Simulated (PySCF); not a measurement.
Si(H)(Cl)2(vinyl) (C2H4Cl2Si), SMILES C=C[SiH](Cl)Cl. Atoms are numbered in the order given.

```xyz
9

Si    -0.0481    -0.3921     0.0000
Cl     1.0619     0.1097     1.6775
Cl     1.0619     0.1097    -1.6775
C     -1.6467     0.5412     0.0000
C     -2.8286    -0.0904     0.0000
H     -0.2798    -1.8545     0.0000
H     -1.6203     1.6380     0.0000
H     -2.9008    -1.1842     0.0000
H     -3.7798     0.4531     0.0000
```
Charge 0, spin multiplicity 1.

Geometry: B3LYP-D3(BJ)/def2-SVP. Other conformers were not sampled.

Calculation: ωB97X/def2-TZVP (PySCF).

Symmetry labels are those of the subgroup Cs that the program uses (full group Cs).

Computed valence orbital energies around the gap with their symmetry:
```csv
orbital,symmetry,energy (eV)
HOMO−7,A",-14.01
HOMO−6,A',-13.81
HOMO−5,A',-12.96
HOMO−4,A",-12.07
HOMO−3,A',-11.97
HOMO−2,A",-11.66
HOMO−1,A',-11.32
HOMO,A",-10.89
LUMO,A",1.04
LUMO+1,A',2.38
LUMO+2,A",3.18
LUMO+3,A',3.43
```
